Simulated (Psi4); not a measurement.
A dimer, CO ··· COS (SMILES [C-]#[O+] and O=C=S); the first 2 atoms form monomer A.

```
5

C      0.5625     0.0000     0.0000
O     -0.5625     0.0000     0.0000
O     -3.6805    -0.5629     0.4205
C     -3.1000    -1.4023    -0.1214
S     -2.3152    -2.5371    -0.8539
```

**Question.** What interaction energy does Psi4 1.11 with SAPT0/jun-cc-pVDZ, frozen core give, and which attractive term is the largest?

**Answer.** Total 1.89 kJ/mol: electrostatics -8.50, exchange 18.82, induction -1.57, dispersion -6.86. The most attractive term is electrostatics.
